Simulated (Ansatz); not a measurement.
CH₈BGaGe, SMILES `[BH2][GaH][GeH2][CH3]` from Hartree–Fock to CCSD(T)

Z-matrix (Å, degrees):
```
Ge
Ga 1 2.461
C 1 1.964 2 114.1
H 1 1.547 2 110.5 3 122.9
H 1 1.548 2 108.9 3 -121.5
B 2 2.059 1 121.3 3 -171.9
H 2 1.578 1 115.7 3 8.6
H 3 1.091 1 110.4 2 -178.8
H 3 1.091 1 110.1 2 -58.6
H 3 1.091 1 110.2 2 61.0
H 6 1.199 2 122.0 1 -87.9
H 6 1.199 2 121.9 1 89.2
```

The species carries charge 0 and has multiplicity 1. Correlated methods include outer-core shells of Ga, Ge, which these sets cover unevenly. Scalar relativity is left out up to krypton. The geometry is a stationary point of PBE0-D4/def2-TZVP. It is one conformer, not always the lowest. Frozen core, restricted reference, the Gaussian-basis code of Ansatz.

```csv
basis,HF (Eh),MP2 corr.
def2-SVP,-4065.22444,-0.67645
def2-TZVPP,-4065.81003,-0.77321
def2-QZVPP,-4065.89518,-1.30216
```

**Question.** Estimate the CCSD correlation energy and the (T) correction in each basis where they were run (hartree).

**Answer.** 
```csv
basis,CCSD corr.,(T)
def2-SVP,-0.71663,-0.02169
def2-TZVPP,-0.81608,-0.03041
```
